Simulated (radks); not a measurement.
The numbers below are computed, except where a source is named.
Species: He II. Configuration: 1s1. Level of theory: Dirac Kohn-Sham, PBE, spin-unpolarised, spherical densities, point nucleus (a radial shooting solver on a logarithmic mesh with Libxc functionals).

X-ray form factor f0, the Fourier transform of the density (f0(0) = 1):

sin(theta)/lambda (1/angstrom),f0 (electrons)
0.05,0.985
0.1,0.942
0.15,0.876
0.2,0.795
0.25,0.707
0.3,0.619
0.4,0.458
0.5,0.331
0.6,0.237
0.8,0.123
1,0.067
1.25,0.034
1.5,0.019
2,0.007
